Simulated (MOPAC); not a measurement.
MOPAC input (PM7):

```
PM7 PRECISE GNORM=0.05 LET XYZ GEO-OK AUX(PRECISION=9) THREADS=1
CdS

Cd   -0.00000000 1   -0.00000000 1   -0.56714241 1
S     0.00000000 1    0.00000000 1    1.70142723 1
```

**Question.** What heat of formation does the run end on?

**Answer.** 46.03 kcal/mol.
